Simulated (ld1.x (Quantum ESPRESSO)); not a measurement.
**Varying the TM semilocal potential for promethium (Pm)**

Base potential:

* Element: promethium (Pm)
* Generator: ld1.x (Quantum ESPRESSO) 7.5
* Type: norm-conserving Troullier–Martins (semilocal form)
* Functional: revPBE
* Relativity: scalar-relativistic
* Frozen core: [Xe] 4f4
* Valence charge: 3
* Reference configuration: 5d1 6s1.75 6p0.25
* Partial waves: 6s (bound): rc 3.80 bohr; 5d (bound): rc 2.65 bohr; 5f channel at 0.3 Ry: rc 3.55 bohr; 6p (bound): rc 4.20 bohr
* Local potential: the p channel
* Core correction: none

All-electron outer shells of the reference configuration (revPBE, scalar-relativistic, ld1.x):

```
shell  level (eV)  outermost node (bohr)  outermost maximum (bohr)
   5p      -25.66                   0.75                      1.44
   4f       -7.77                      –                      0.63
   6s       -4.07                   1.70                      3.58
   5d       -3.05                   0.85                      2.02
   6p       -1.47                   2.03                      4.66
```

Cutoffs, loose and tight: the cutoffs (Ry, on a coarse ladder) from which the occupation-weighted sum of valence levels, in a spherical-Bessel basis at the reference potential, stays within 10 and 1 mRy of its value at 400 Ry. They do not see the model core or the augmentation charge, which bear on the density cutoff. Test errors are all-electron minus pseudo excitation energies from the reference, over the configurations 5d1 6s2 6p0; 5d1 6s1 6p0; 5d1 6s0 6p0; 5d1 6s0 6p1; 5d2 6s0 6p0; 5d1 6s1.5 6p0; 5d0 6s2 6p1. A dash means not determined; rows that change the core or the reference have their own tests.

In the semilocal form every listed channel keeps its own potential, so the choice of the local channel does not act on these tests. It acts once the file is put into the separable form.

A semilocal file is local in each channel, so a ghost entry of none says nothing of the separable form that plane-wave codes build from it.

| change | outcome | cutoff, loose | cutoff, tight | bound ghosts | largest test error (meV) |
| --- | --- | --- | --- | --- | --- |
| base | generated | 12 Ry | 18 Ry | none | +164 |
| wave 5f channel at 0.3 Ry: rc 3.55 bohr becomes 5f channel at 2.92 Ry: rc 3.55 bohr | generated | 12 Ry | 18 Ry | none | +164 |
| wave 6s (bound): rc 3.80 bohr becomes 6s (bound): rc 5.80 bohr | generated | 12 Ry | 18 Ry | none | +175 |
| local potential the d channel | generated | 12 Ry | 18 Ry | none | +164 |
| wave 5d (bound): rc 2.65 bohr becomes 5d (bound): rc 2.04 bohr | generated | 12 Ry | 18 Ry | none | +165 |
| wave 6p (bound): rc 4.20 bohr becomes 6p (bound): rc 3.22 bohr | generated | 12 Ry | 18 Ry | none | +164 |
| wave 5f channel at 0.3 Ry: rc 3.55 bohr becomes 5f channel at 0.3 Ry: rc 2.30 bohr | generated | 12 Ry | 18 Ry | none | +164 |

Problem. What comes out with this change to the base: all radii scaled by about 1.14 (s 4.34, p 4.80, d 3.04, f 4.06 bohr)?

Solution. outcome: generated; cutoff, loose: 12 Ry; cutoff, tight: 18 Ry; bound ghosts: none; largest test error (meV): +147.

Problem. What comes out with this change to the base: core [Xe], valence charge 7; reference 4f5 5d1 6s1 6p0; waves now 6s (bound): rc 3.65 bohr; 6p (bound): rc 3.10 bohr; 5d (bound): rc 3.35 bohr; 4f (bound): rc 1.70 bohr; local potential the f channel; core correction a·sin(br)/r model core inside 0.95 bohr?

Solution. outcome: generated; cutoff, loose: 140 Ry; cutoff, tight: 200 Ry; bound ghosts: none; largest test error (meV): -2511 over the solved tests; 1 of 7 tests not solved or not reliable.

Problem. What comes out with this change to the base: reference 5d1 6s1.5 6p0?

Solution. outcome: generated; cutoff, loose: 12 Ry; cutoff, tight: 18 Ry; bound ghosts: none; largest test error (meV): +199.
